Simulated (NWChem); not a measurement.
C2H9NSi; SMILES C[SiH2]CN

Program: NWChem. All runs use the structure optimised with PBE0/def2-SVP. Level: PBE0/def2-SVP with SMD, gas-phase geometry; reactions with the solvents are ignored. One conformer.

```tsv
SMD term (kcal/mol)	water	toluene
distortion of the solute's density	0.67	0.19
polarisation	-5.48	-2.86
cavity, dispersion and structure	3.77	0.20
```

**Question.** Sum the solvation free energies, find the transfer free energy from water to toluene and the partition coefficient at 298.15 K.

**Answer.** 
1. ΔG(solv, water) = -1.04 kcal/mol and ΔG(solv, toluene) = -2.47 kcal/mol (1 M gas to 1 M solution).
2. Transfer: -2.47 − (-1.04) = -1.43 kcal/mol.
3. log₁₀ K(toluene/water) = −ΔG/(RT ln 10) = 1.43/1.364 = 1.0, so the model puts more of the solute in toluene.
4. Of the transfer energy, 2.14 kcal/mol is electrostatic and -3.57 comes from the non-electrostatic term. The two phases are taken as the pure solvents.
